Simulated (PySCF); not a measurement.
## Polarisability and C₆ of Cu (copper, neutral)

[Ar] 3d10 4s1, 2S determinant. Calculation: PySCF 2.14, in aug-cc-pwCVTZ-PP with ECP10MDF (8s8p7d4f3g, 122 functions); scalar relativity through the core potential. Coupled (time-dependent) response in atomic units; α is the mean over directions.

| method | mean α (bohr³) | C₆ (like pair) | S(−4) |
| --- | --- | --- | --- |
| BLYP | 38.25 | 223.0 | 1211 |
| MN15 | 49.21 | 316.3 | 2051 |

S(−4) is the Cauchy moment in α(ω) = α(0) + S(−4) ω² + …

Reference α: 46.5 ± 0.5 bohr³ (recommended; Schwerdtfeger and Nagle, table of static dipole polarizabilities (2023 update)). Published C₆: 253.0 (Chu and Dalgarno (2004); Tang, Norbeck and Certain (1976)).

α(iu) at BLYP:

```
u (hartree)  α(iu) (bohr³)
          0          38.25
     0.0500          35.47
      0.100          29.35
      0.200          18.20
      0.300          11.91
      0.500          6.574
      0.750          4.199
       1.00          3.120
       1.50          2.049
       2.00          1.480
       3.00         0.8841
       5.00         0.4268
```

A single London oscillator, α(iu) = α/(1 + u²/ω²), gives C₆ = (3/4) ω α². Matching the computed C₆ needs ω = 4 × 223.0 / (3 × 38.25²) = 0.203 hartree.

Energies and moments cover only the electrons outside the core potential.
